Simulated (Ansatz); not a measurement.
Born–Oppenheimer molecular dynamics of CH4AlFS (8 atoms, charge 0, multiplicity 1). It starts at the highest image of a converged band, a first-order saddle point between two minima.

Computed with Ansatz, RKS PBE-D4/cc-pVDZ.

| Property | Result |
| --- | --- |
| ensemble | NVE (velocity Verlet) |
| time step | 0.5 fs |
| steps asked | 200 |
| starting velocities drawn for | 300 K |
| seed | 4341 |

Frames 1 fs apart, positions in Å, forces in eV/Å.

Velocities at 65.0 fs (Å/ps):

```
F -0.06 -0.42 3.44
C 2.85 24.78 13.53
S 1.73 -6.27 -1.52
Al -3.51 -2.82 -3.71
H -5.84 -23.53 -0.54
H 65.34 32.82 -67.87
H -41.39 -5.63 1.72
H -11.99 -16.20 -11.70
```

```xyz
8
Properties=species:S:1:pos:R:3:forces:R:3 time_fs=65.0 energy_less_start_eV=-1.071 T=1683
F 0.677 0.845 1.902 0.28 -0.46 -0.63
C 0.468 0.906 0.507 -4.08 5.13 2.79
S -1.289 0.624 0.115 -0.03 -2.23 -1.09
Al -0.483 -1.351 -0.841 -0.80 0.45 0.74
H 1.350 0.754 0.024 3.07 -1.77 -2.20
H 0.264 2.051 0.231 1.27 -1.35 0.70
H -0.262 -1.376 -2.413 0.12 0.01 -0.14
H -0.264 -2.600 0.168 0.16 0.22 -0.17
8
Properties=species:S:1:pos:R:3:forces:R:3 time_fs=66.0 energy_less_start_eV=-1.308 T=1984
F 0.677 0.844 1.906 0.24 -0.16 -0.64
C 0.470 0.933 0.522 -2.75 4.63 1.45
S -1.287 0.617 0.113 0.22 -1.91 -0.92
Al -0.486 -1.353 -0.844 -0.80 0.40 0.86
H 1.358 0.722 0.014 1.87 -1.71 -1.46
H 0.335 2.077 0.167 0.90 -1.49 1.17
H -0.302 -1.382 -2.413 0.15 0.00 -0.26
H -0.275 -2.615 0.155 0.17 0.25 -0.19
8
Properties=species:S:1:pos:R:3:forces:R:3 time_fs=67.0 energy_less_start_eV=-1.526 T=2263
F 0.677 0.843 1.909 0.22 0.12 -0.58
C 0.469 0.963 0.538 -0.68 3.44 -0.33
S -1.285 0.610 0.111 0.41 -1.56 -0.76
Al -0.490 -1.356 -0.848 -0.77 0.38 0.91
H 1.383 0.674 -0.011 -0.01 -1.22 -0.26
H 0.415 2.089 0.114 0.50 -1.41 1.54
H -0.342 -1.387 -2.414 0.16 0.00 -0.34
H -0.285 -2.628 0.141 0.17 0.25 -0.19
8
Properties=species:S:1:pos:R:3:forces:R:3 time_fs=68.0 energy_less_start_eV=-1.596 T=2354
F 0.677 0.843 1.911 0.20 0.39 -0.50
C 0.467 0.997 0.553 0.85 1.88 -1.73
S -1.283 0.603 0.109 0.56 -1.17 -0.59
Al -0.494 -1.359 -0.851 -0.70 0.38 0.89
H 1.409 0.614 -0.037 -1.38 -0.57 0.69
H 0.499 2.087 0.076 0.12 -1.13 1.77
H -0.380 -1.393 -2.419 0.16 -0.01 -0.36
H -0.293 -2.639 0.125 0.18 0.24 -0.16
8
Properties=species:S:1:pos:R:3:forces:R:3 time_fs=69.0 energy_less_start_eV=-1.550 T=2297
F 0.678 0.843 1.914 0.20 0.63 -0.42
C 0.467 1.031 0.567 1.61 0.18 -2.51
S -1.281 0.595 0.107 0.69 -0.76 -0.43
Al -0.499 -1.361 -0.853 -0.62 0.39 0.78
H 1.421 0.548 -0.058 -2.02 0.01 1.21
H 0.585 2.075 0.055 -0.20 -0.66 1.81
H -0.416 -1.399 -2.427 0.15 0.00 -0.31
H -0.299 -2.647 0.107 0.19 0.20 -0.12
8
Properties=species:S:1:pos:R:3:forces:R:3 time_fs=70.0 energy_less_start_eV=-1.458 T=2179
F 0.678 0.843 1.916 0.20 0.85 -0.35
C 0.467 1.066 0.579 1.78 -1.55 -2.72
S -1.279 0.586 0.104 0.79 -0.34 -0.29
Al -0.503 -1.363 -0.856 -0.54 0.42 0.61
H 1.415 0.483 -0.067 -2.19 0.47 1.40
H 0.669 2.057 0.051 -0.39 0.00 1.63
H -0.451 -1.405 -2.438 0.15 0.00 -0.22
H -0.303 -2.653 0.089 0.19 0.15 -0.06
8
Properties=species:S:1:pos:R:3:forces:R:3 time_fs=71.0 energy_less_start_eV=-1.355 T=2046
F 0.679 0.843 1.918 0.20 1.03 -0.27
C 0.469 1.100 0.589 1.61 -3.23 -2.54
S -1.276 0.578 0.102 0.85 0.08 -0.16
Al -0.508 -1.365 -0.858 -0.46 0.45 0.38
H 1.388 0.422 -0.062 -2.11 0.86 1.40
H 0.749 2.038 0.062 -0.42 0.73 1.27
H -0.484 -1.410 -2.452 0.14 0.01 -0.09
H -0.306 -2.658 0.069 0.20 0.08 0.01
8
Properties=species:S:1:pos:R:3:forces:R:3 time_fs=72.0 energy_less_start_eV=-1.261 T=1926
F 0.679 0.844 1.920 0.17 1.17 -0.17
C 0.472 1.131 0.597 1.27 -4.66 -2.19
S -1.274 0.570 0.099 0.86 0.48 -0.05
Al -0.513 -1.367 -0.860 -0.42 0.46 0.14
H 1.341 0.370 -0.045 -1.89 1.20 1.29
H 0.826 2.027 0.085 -0.36 1.33 0.87
H -0.516 -1.416 -2.466 0.14 0.01 0.05
H -0.307 -2.662 0.050 0.21 0.01 0.07
8
Properties=species:S:1:pos:R:3:forces:R:3 time_fs=73.0 energy_less_start_eV=-1.198 T=1845
F 0.680 0.845 1.921 0.13 1.26 -0.02
C 0.476 1.158 0.603 0.98 -5.58 -1.91
S -1.270 0.562 0.097 0.81 0.84 0.03
Al -0.519 -1.369 -0.862 -0.39 0.46 -0.11
H 1.276 0.329 -0.015 -1.57 1.51 1.11
H 0.898 2.028 0.117 -0.33 1.56 0.58
H -0.547 -1.421 -2.480 0.15 0.02 0.18
H -0.305 -2.666 0.032 0.23 -0.05 0.14
8
Properties=species:S:1:pos:R:3:forces:R:3 time_fs=74.0 energy_less_start_eV=-1.172 T=1810
F 0.681 0.848 1.923 0.08 1.32 0.20
C 0.481 1.181 0.608 0.86 -5.82 -1.76
S -1.267 0.554 0.094 0.69 1.15 0.09
Al -0.524 -1.370 -0.864 -0.40 0.41 -0.33
H 1.195 0.302 0.026 -1.12 1.73 0.84
H 0.968 2.044 0.154 -0.51 1.29 0.50
H -0.576 -1.427 -2.492 0.15 0.02 0.29
H -0.302 -2.670 0.014 0.24 -0.10 0.18
8
Properties=species:S:1:pos:R:3:forces:R:3 time_fs=75.0 energy_less_start_eV=-1.150 T=1781
F 0.682 0.850 1.925 0.02 1.33 0.47
C 0.487 1.199 0.611 0.85 -5.40 -1.60
S -1.264 0.546 0.091 0.52 1.41 0.13
Al -0.529 -1.372 -0.866 -0.42 0.32 -0.51
H 1.105 0.291 0.074 -0.48 1.76 0.42
H 1.032 2.072 0.197 -0.89 0.69 0.51
H -0.604 -1.432 -2.501 0.16 0.02 0.37
H -0.296 -2.675 -0.001 0.25 -0.13 0.21
8
Properties=species:S:1:pos:R:3:forces:R:3 time_fs=76.0 energy_less_start_eV=-1.071 T=1678
F 0.683 0.854 1.927 -0.04 1.32 0.78
C 0.493 1.213 0.613 0.70 -4.36 -1.18
S -1.260 0.539 0.089 0.31 1.61 0.15
Al -0.535 -1.373 -0.868 -0.46 0.19 -0.65
H 1.009 0.298 0.127 0.41 1.34 -0.21
H 1.088 2.106 0.244 -1.34 0.01 0.48
H -0.630 -1.437 -2.506 0.16 0.02 0.41
H -0.288 -2.682 -0.015 0.25 -0.12 0.22
```

Of the whole run (100 fs, mean temperature of the second half 1627 K): The conserved energy stayed within 0.47 meV per atom of its start (net change 0.18 meV per atom), so the integration is sound. The system heated up, since it started high on the potential surface and ran downhill. A run of 0.1 ps of so small a system gives no equilibrium averages. The orbitals stay closed-shell, which can raise the energy where a bond breaks towards radicals; this wasn't checked here.

Time of the run: 5.3 min on 2 threads of Intel(R) Xeon(R) Platinum 8259CL CPU @ 2.50GHz (Skylake/Cascade Lake) (shared host), peak memory 0.16 GiB.
